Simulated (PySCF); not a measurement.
Geometry (Å), atoms numbered from 1 in this order:
```xyz
11

C    -1.594   -0.408   -0.065
Al   -0.113    0.875   -0.197
N     1.533   -0.319    0.146
F     0.144    1.874    1.148
H    -1.619   -0.921    0.913
H    -1.550   -1.186   -0.847
H    -2.572    0.090   -0.180
H     0.302    1.540   -1.595
H     1.442   -0.811    1.036
H     1.693   -1.018   -0.581
H     2.371    0.262    0.205
```

Geometry: PBE0-D3(BJ)/def2-SVP; GIAO absolute shieldings from PySCF 2.14, gas phase, non-relativistic, averaged over equivalent atoms.

At PBE0/6-31G* (74 basis functions, 7.9 s wall time on 1 thread of an Arm Neoverse N1, shared host):
| atoms | σ (ppm) |
| --- | --- |
| C1 | 202.2 |
| Al2 | 480.0 |
| N3 | 237.3 |
| F4 | 354.3 |
| H8 | 27.06 |
| H9/H10/H11 | 30.68 |
| H5/H6/H7 | 32.84 |

Problem. Estimate the result of repeating the calculation with PBE0/def2-SVP.

Solution. 
| atoms | σ at PBE0/def2-SVP | change |
| --- | --- | --- |
| C1 | 203.8 | +1.6 |
| Al2 | 473.6 | -6.4 |
| N3 | 238.5 | +1.2 |
| F4 | 362.4 | +8.1 |
| H8 | 27.19 | +0.13 |
| H9/H10/H11 | 29.78 | -0.90 |
| H5/H6/H7 | 32.27 | -0.57 |

The largest change is at F4 (fluorine bonded to Al). Cost: 95 basis functions, 9.1 s wall time on 1 thread of an Arm Neoverse N1, shared host.
